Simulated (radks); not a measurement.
The numbers below are computed, except where a source is named.
Polarisability of the krypton ion Kr2+, [Ar] 3d10 4s2 4p4, at imaginary frequency. Code: a radial shooting solver on a logarithmic mesh with Libxc functionals. Model: scalar-relativistic Kohn-Sham, LB94 model potential, spin-polarised, spherical densities, finite nucleus; open shells are filled with parallel spins first; Fermi nuclear charge, rms radius 4.1884 fm. Response by self-consistent Sternheimer equations with the Hartree and adiabatic LDA kernel, the relativistic mass of each level held fixed and spin-orbit coupling left out.

| w (hartree) | alpha1(iw) (bohr^3) |
|---|---|
| 0.00266 | 7.340 |
| 0.0143 | 7.338 |
| 0.0360 | 7.327 |
| 0.0697 | 7.290 |
| 0.118 | 7.199 |
| 0.186 | 7.000 |
| 0.280 | 6.614 |
| 0.413 | 5.937 |
| 0.605 | 4.903 |
| 0.892 | 3.588 |
| 1.35 | 2.261 |
| 2.12 | 1.220 |
| 3.59 | 0.5710 |
| 6.94 | 0.2269 |
| 17.5 | 0.05793 |

Static values: alpha1 = 7.340 bohr^3 (1.088 angstrom^3; uncoupled 11.50). C6 = 36.07, triple-dipole C9 = 193.0 atomic units. One-pole (London) frequency 4 C6 / (3 alpha1^2) = 0.893 hartree, against 1.362 for minus the highest occupied eigenvalue.
